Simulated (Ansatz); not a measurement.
Program: Ansatz. Geometries: PBE0-D4/def2-TZVP. ΔE: electronic, gas phase. CCSD(T)/CBS adds triple-zeta CCSD(T) − MP2 to the extrapolated MP2 energy (def2 sets, frozen cores). This one scheme is used for every species. Functionals use def2-TZVPP. Elements past krypton have def2 core potentials. For Ge, Te outer-core shells are correlated without core-valence functions, which leaves a few kJ/mol of doubt a bond. Scalar relativity is left out up to krypton. Each species was taken in one conformer, which may not be the lowest.

Consider the formal exchange of groups at a Te–C bond: `OC[TeH]` + `C[O][GeH3]` → `[GeH3][O]C[TeH]` + CH₃OH.

`OC[TeH]`:

Z-matrix (Å, degrees):
```
C
Te 1 2.178
O 1 1.388 2 115.2
H 1 1.088 2 105.4 3 -118.4
H 1 1.093 2 105.3 3 126.2
H 2 1.658 1 93.0 3 -98.8
H 3 0.961 1 109.1 2 58.2
```

`C[O][GeH3]`:

Z-matrix (Å, degrees):
```
C
O 1 1.406
H 1 1.099 2 112.2
H 1 1.093 2 108.1 3 119.0
H 1 1.099 2 112.2 3 -122.0
Ge 2 1.779 1 117.8 3 61.0
H 6 1.542 2 108.9 1 -59.8
H 6 1.531 2 104.9 1 -180.0
H 6 1.542 2 108.9 1 59.9
```

`[GeH3][O]C[TeH]`:

```xyz
10

Ge    1.580    0.777    0.264
O    -0.133    0.355    0.569
C    -0.845   -0.254   -0.458
Te   -2.866   -0.701    0.141
H     2.346   -0.513   -0.083
H     2.057    1.408    1.573
H     1.637    1.761   -0.920
H    -0.406   -1.204   -0.779
H    -0.964    0.392   -1.337
H    -2.405   -2.022    1.029
```

CH₃OH:

Z-matrix (Å, degrees):
```
C
O 1 1.409
H 1 1.097 2 112.4
H 1 1.090 2 107.0 3 -118.5
H 1 1.097 2 112.4 3 123.0
H 2 0.959 1 108.5 3 -61.6
```

(1) Is it downhill or uphill in electronic energy at CCSD(T)/CBS, and by how much? (Estimate.)

(2) What do these levels give: PBE-D4, PBE0-D4, ωB97X-V, B2PLYP, PBE, SCS-MP2/def2-TZVPP, CCSD/def2-TZVPP, CCSD(T)/def2-TZVPP, MP2/def2-QZVPP, SCS-MP2/def2-QZVPP, HF/CBS(def2), MP2/CBS(def2)? (Estimate.)

Largest T1 diagnostic among the species: 0.012.

Results:

(1) The calculation gave: Nearly level: ΔE = +0.03 eV.

(2) The calculation gave: PBE-D4 0.08, PBE0-D4 0.06, ωB97X-V 0.05, B2PLYP 0.05, PBE 0.09, SCS-MP2/def2-TZVPP 0.03, CCSD/def2-TZVPP 0.03, CCSD(T)/def2-TZVPP 0.03, MP2/def2-QZVPP 0.02, SCS-MP2/def2-QZVPP 0.02, HF/CBS(def2) 0.03, MP2/CBS(def2) 0.02 eV.
